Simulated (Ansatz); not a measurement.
C$_{4}$H$_{5}$ (SMILES [CH-]=CC=C), charge -1, singlet, at a GFN2-xTB geometry (a gas-phase anion, which may not be bound at this level); PBE/cc-pVQZ in Ansatz (an electronic-structure program).

Here is a job for Ansatz.
Ansatz 0.2 input:
```yaml
crystal:
  periodic: [false, false, false]
  atoms:
    - {symbol: C, position_ang: [0.68137789, 1.87285781, 0.01645036]}
    - {symbol: C, position_ang: [0.62598176, 0.50903898, 0.00361301]}
    - {symbol: C, position_ang: [-0.52715454, -0.34290368, -0.00222848]}
    - {symbol: C, position_ang: [-0.54674012, -1.68664814, -0.01494501]}
    - {symbol: H, position_ang: [-0.39015689, 2.28234825, 0.02242338]}
    - {symbol: H, position_ang: [1.58137865, -0.03936154, -0.00345242]}
    - {symbol: H, position_ang: [-1.49125159, 0.17262809, 0.00454190]}
    - {symbol: H, position_ang: [0.36643243, -2.26759445, -0.02223715]}
    - {symbol: H, position_ang: [-1.46719257, -2.26209020, -0.01861500]}
basis:
  gaussian:
    orbitals: cc-pVQZ
hamiltonian:
  xc: pbe
total_charge: -1
```

It wrote (shortened):

```
Functional definition: PBE
1003 factors; their error is unknown
mean field evaluation 1: about -4214.9740 eV, gradient 5.4e1 eV
mean field evaluation 2: about -4158.6142 eV, gradient 1.1e2 eV
mean field evaluation 4: about -4221.8009 eV, gradient 1.5e1 eV
mean field evaluation 8: about -4222.8603 eV, gradient 9.0e-1 eV
mean field evaluation 16: about -4222.8513 eV, gradient 1.0e-3 eV
mean field -4222.85131102 eV, -155.1869233284 hartree, gradient 5.0e-5 eV, S^2 0.000000; 0 other end points of the search recorded, 0 dependent functions left out
reference -4222.85135018 eV, -155.1869247677 hartree; 15, 15 occupied and 355, 355 virtual orbitals, 1003 factors
Total energy: -4222.85135018 eV, -155.1869247677 hartree
```
